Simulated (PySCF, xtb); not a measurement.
In(Cl)(Br)(OH) (BrClHInO), SMILES [OH][In]([Cl])[Br]. The values are those of a single conformer.

Harmonic wavenumbers (cm⁻¹) from GFN2-xTB (xtb) at its own minimum, in rising order: 64, 81, 107, 232, 268, 315, 435, 689, 3618.

What does B3LYP-D3(BJ)/def2-SVP (PySCF) give at its own minimum? (The exact figures need the calculation; the answer reports its results.)

76, 105, 112, 253, 280, 367, 609, 842, 3804. Paired by order, the mean absolute difference is 71 cm⁻¹ and the zero-point energies are 8.3 and 9.2 kcal/mol.
